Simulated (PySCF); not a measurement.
Compound: C8H13P.
Numbering: `[CH3:1][CH2:2][C:3]([CH3:4])=[C:5]=[P:6][CH:7]1[CH2:8][CH2:9]1` (hydrogens: H10, H11, H12 on C1; H13, H14 on C2; H15, H16, H17 on C4; H18 on C7; H19, H20 on C8; H21, H22 on C9)

The same species was optimised twice, with GFN2-xTB and with PBE0-D3(BJ)/def2-SVP (PySCF), and the same property calculations (PySCF, gas phase) were run on both structures.

```tsv
coordinate	GFN2-xTB	PBE0-D3(BJ)/def2-SVP	change
C3=C5 (Å)	1.303	1.319	+0.016
P6–C7 (Å)	1.853	1.842	-0.011
C7–C9 (Å)	1.504	1.509	+0.005
C7–C8 (Å)	1.504	1.508	+0.004
C2–C3 (Å)	1.511	1.514	+0.003
C1–C2 (Å)	1.528	1.526	-0.002
C3–C4 (Å)	1.503	1.504	+0.001
C5=P6 (Å)	1.636	1.637	+0.001
C8–C9 (Å)	1.491	1.492	+0.001
C5–P6–C7 (°)	100.0	103.1	+3.1
C1–C2–C3 (°)	110.8	112.9	+2.1
C3–C5–P6 (°)	173.0	174.3	+1.3
C2–C3–C4 (°)	116.3	117.5	+1.2
C2–C3–C5 (°)	121.5	120.9	-0.6
C4–C3–C5 (°)	122.2	121.6	-0.6
P6–C7–C8 (°)	118.5	117.9	-0.6
P6–C7–C9 (°)	118.4	118.1	-0.3
C1–C2–C3–C4 (°)	-84	-74	+10
C5–P6–C7–C8 (°)	-147	-151	-4
```

Rotational constants: A = 3043, B = 578.4, C = 546.8 MHz (GFN2-xTB) against A = 3171, B = 559.5, C = 528.9 MHz (PBE0-D3(BJ)/def2-SVP). Point groups within 0.08 Å: C1 and C1.

On the GFN2-xTB structure: HOMO (eV) -6.64 [PBE0/pcSseg-1]; LUMO (eV) -0.88 [PBE0/pcSseg-1]; dipole (D) 1.73 [PBE0/pcSseg-1]; GIAO shielding of C1 (ppm) 170.8 [PBE0/pcSseg-1]; GIAO shielding of C2 (ppm) 153.1 [PBE0/pcSseg-1]; GIAO shielding of C3 (ppm) 57.9 [PBE0/pcSseg-1]; GIAO shielding of C4 (ppm) 164.5 [PBE0/pcSseg-1]; GIAO shielding of C5 (ppm) -75.2 [PBE0/pcSseg-1]; GIAO shielding of P6 (ppm) 248.6 [PBE0/pcSseg-1]; GIAO shielding of C7 (ppm) 168.8 [PBE0/pcSseg-1]; GIAO shielding of C8/C9 (mean) (ppm) 180.5 [PBE0/pcSseg-1].

**Question.** What do these properties become on the PBE0-D3(BJ)/def2-SVP structure?

**Answer.** 
```tsv
property	level	on GFN2-xTB	on PBE0-D3(BJ)/def2-SVP	change
HOMO (eV)	PBE0/pcSseg-1	-6.64	-6.64	0.00
LUMO (eV)	PBE0/pcSseg-1	-0.88	-0.86	+0.02
dipole (D)	PBE0/pcSseg-1	1.73	1.73	0.00
energy, GFN2-xTB geometry as zero (kcal/mol)	PBE0/pcSseg-1	0.0	-0.7	-0.7
GIAO shielding of C1 (ppm)	PBE0/pcSseg-1	170.8	169.5	-1.3
GIAO shielding of C2 (ppm)	PBE0/pcSseg-1	153.1	151.1	-2.0
GIAO shielding of C3 (ppm)	PBE0/pcSseg-1	57.9	54.6	-3.3
GIAO shielding of C4 (ppm)	PBE0/pcSseg-1	164.5	163.4	-1.1
GIAO shielding of C5 (ppm)	PBE0/pcSseg-1	-75.2	-77.3	-2.1
GIAO shielding of P6 (ppm)	PBE0/pcSseg-1	248.6	243.8	-4.8
GIAO shielding of C7 (ppm)	PBE0/pcSseg-1	168.8	169.7	+0.9
GIAO shielding of C8/C9 (mean) (ppm)	PBE0/pcSseg-1	180.5	178.1	-2.4
```

The heavy atoms differ by 0.077 Å rms after alignment. Among bonds between heavy atoms C3=C5 changes most (+0.016 Å). Changes are differences of the printed values. Neither structure is proved a minimum here.

Shape of the structure used: `[CH3:1][CH2:2][C:3]([CH3:4])=[C:5]=[P:6][CH:7]1[CH2:8][CH2:9]1`: C1–C2–C3–C4 -74°, C5–P6–C7–C8 -151°.
